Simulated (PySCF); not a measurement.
## Arsenic: a sound run and one with changed settings

Sound run: As [Ar] 3d10 4s2 4p3, As⁺ [Ar] 3d10 4s2 4p2. Computed with PySCF 2.14 in aug-cc-pVDZ-DK (6s5p3d, 36 functions), with scalar relativity by spin-free X2C-1e. In the sound run the correlated levels freeze [Ar] 3d10. The sound run starts from symmetry-adapted Hartree-Fock orbitals and uses a fine grid where one is needed.

Changed run: basis STO-3G, all-electron and non-relativistic. This setting is unsound on purpose.

```csv
species,method,sound run (hartree),changed run (hartree),converged
As,UHF,-2258.91786,-2209.26367,yes
As,M06-2X,-2260.70870,-2210.49938,yes
As,TPSS,-2260.56401,-2210.43340,yes
As,MP2,-2258.97437,-2209.26367,yes
As⁺,UHF,-2258.57112,-2209.00633,yes
As⁺,M06-2X,-2260.34755,-2210.21922,yes
As⁺,TPSS,-2260.19949,-2210.15694,yes
As⁺,MP2,-2258.61388,-2209.01391,yes
As⁺,CCSD(T),-2258.63096,-2209.01980,yes
```

Ionisation energy of As:

| method | sound run (eV) | changed run (eV) |
| --- | --- | --- |
| UHF | 9.435 | 7.003 |
| M06-2X | 9.827 | 7.623 |
| TPSS | 9.919 | 7.523 |
| MP2 | 9.810 | 6.796 |
| SCS-MP2 | 9.678 | 6.755 |

A minimal basis cannot let orbitals breathe on ionisation and holds almost no correlation. The Hamiltonian changed with the basis, so the totals do not compare.

For comparison, NIST gives 9.789 eV between the lowest levels.
